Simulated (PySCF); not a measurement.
H₄Si₂, SMILES [SiH][SiH3] (connectivity only; charge and spin as stated), neutral, multiplicity 1.

Geometry optimised at ωB97X-D3(BJ)/def2-TZVP. The isomer is the one that the SMILES or the coordinates give; other isomers of the formula were not compared.

Level of theory: PySCF with PBE/def2-TZVPD.

The molecule is in vacuum.

```yaml
total_energy: -581.01349 hartree
point_group: Cs
highest_occupied_level: -5.68 eV
lowest_empty_level: -4.26 eV
orbital_gap: 1.42 eV
dipole_moment: 0.16 D
quadrupole, principal values (traceless, Buckingham form, about the centre of nuclear charge): -4.01, -0.86, 4.88 D·Å
mean_static_polarisability: 70.3 bohr³ (10.41 Å³)
polarisability_principal_values: 56.0, 62.1, 92.8 bohr³
```
